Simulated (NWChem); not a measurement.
Species: Si₂H₃O₂Cl; SMILES O1[SiH](Cl)O[SiH2]1

```xyz
8

Cl    -0.3735    -2.1234     0.0000
Si     0.6546    -0.3581     0.0000
O      0.1379     0.7142    -1.1932
Si    -0.3996     1.8028     0.0000
O      0.1379     0.7142     1.1932
H      2.0984    -0.6607     0.0000
H      0.3437     3.0878     0.0000
H     -1.8683     2.0165     0.0000
```
Atoms are numbered in this order, from 1.

All runs: NWChem. Medium grid unless said otherwise, to which SCAN and Minnesota functionals are sensitive. Structure relaxed at the PBE0/def2-SVP level.

Task: Order these by “highest occupied level (eV)”, lowest first: MN15-L/def2-SVP; CAM-B3LYP/def2-SVP; N12/def2-SVP; Hartree-Fock/def2-SVP; B97-2/def2-SVP.

Result: Hartree-Fock/def2-SVP (-12.79), CAM-B3LYP/def2-SVP (-10.47), B97-2/def2-SVP (-8.90), MN15-L/def2-SVP (-8.35), N12/def2-SVP (-7.51)
